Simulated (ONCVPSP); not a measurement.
## manganese: excitation energies, all-electron against ONCV

manganese (Mn), optimised norm-conserving Vanderbilt (ONCV), made with ONCVPSP 4.0.1 (PW91, fully relativistic). Core [Ne], reference 3s2 3p6 3d5 4s1 (charge +1). Waves: 3s+4s: rc 1.40 bohr, ncon 4, nbas 7, qcut 10.2 1/bohr, 2 projectors; 3p: rc 0.90 bohr, ncon 4, nbas 9, qcut 10.9 1/bohr, 2 projectors, debl 2 Ha; 3d: rc 1.55 bohr, ncon 5, nbas 10, qcut 10.6 1/bohr, 1 projector; f scattering state at 0.15 Ha: rc 1.78 bohr, ncon 4, nbas 8, qcut 6.7 1/bohr, 2 projectors, debl 1.1 Ha. Local part: polynomial inside 0.90 bohr (lpopt 5, dvloc0 1 Ha). Core correction: none.

Open shells are filled in proportion to 2j + 1.

In the p channel the program set the typed energies aside and used -2.295, 0.250 Ha (j = l + 1/2; the other j can differ).

Energies are relative to the spin-unpolarised reference configuration 3s2 3p6 3d5 4s1; without spin polarisation the order of configurations can differ from experiment.

Q: Give the all-electron excitation energy and the error of the potential for: 3s2 3p6 3d5 4s2; 3s2 3p6 3d5 4s0; 3s2 3p6 3d4 4s0; 3s2 3p6 3d3 4s0.

A:

```
valence configuration  charge  ΔE all-electron (eV)  error AE − PS (meV)
      3s2 3p6 3d5 4s2       0                -8.475                 +0.8
      3s2 3p6 3d5 4s0      +2                15.641                 +1.6
      3s2 3p6 3d4 4s0      +3                48.261                 +9.3
      3s2 3p6 3d3 4s0      +4                99.142                 +176
```

Levels in the configuration 3s2 3p6 3d5 4s2:

```csv
level,all-electron (eV),pseudo (eV)
3s j=1/2,-85.861,-85.860
3p j=3/2,-54.205,-54.206
3p j=1/2,-55.479,-55.477
3d j=5/2,-6.796,-6.789
3d j=3/2,-6.915,-6.907
4s j=1/2,-5.159,-5.160
```
